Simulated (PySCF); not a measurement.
Species: C₃H₈BN.
SMILES with atom numbers: `[BH3-:1][N+:2]#[C:3][CH2:4][CH3:5]` (hydrogens: H6, H7, H8 on B1; H9, H10 on C4; H11, H12, H13 on C5)

The closed-shell ground state was solved at several levels (PySCF, density fitting, gas phase, non-relativistic). Isolated species at its PBE0-D3(BJ)/def2-SVP geometry, gas phase.

```csv
level,basis functions,total energy (Eh),HOMO (eV),LUMO (eV),gap (eV),dipole (D)
B3LYP/pcJ-1,215,-198.7323,-7.43,-0.78,6.65,7.58
PBE0/pcSseg-1,125,-198.4327,-7.59,-0.51,7.08,7.57
PBE0/def2-SVPD,164,-198.3231,-7.57,-0.59,6.98,7.52
```

Question: Estimate the row for PBE0/pcSseg-2, a basis of 292 functions; the other rows only guide the guess.

Answer: Total energy -198.5303 Eh, HOMO -7.57 eV, LUMO -0.64 eV, gap 6.93 eV, dipole 7.59 D.

Question: Over all these levels, which gives the widest orbital gap and which the narrowest?

Answer: PBE0/pcSseg-1 (global hybrid, 25 % exact exchange) has the widest, 7.08 eV, and B3LYP/pcJ-1 (global hybrid, 20 % exact exchange) the narrowest, 6.65 eV. Functional and basis both differ between the two, so the spread mixes both effects.

Question: How much does the basis alone move the frontier levels among the 3 PBE0 rows (the withheld one included)?

Answer: The HOMO by 0.02 eV and the LUMO by 0.13 eV. By rising basis size (HOMO, LUMO in eV): pcSseg-1 -7.59, -0.51; def2-SVPD -7.57, -0.59; pcSseg-2 -7.57, -0.64.

Question: How far do the dipole and the HOMO energy spread over the levels?

Answer: The dipole runs from 7.52 to 7.59 D (mean 7.57 D) and the HOMO from -7.59 to -7.43 eV.
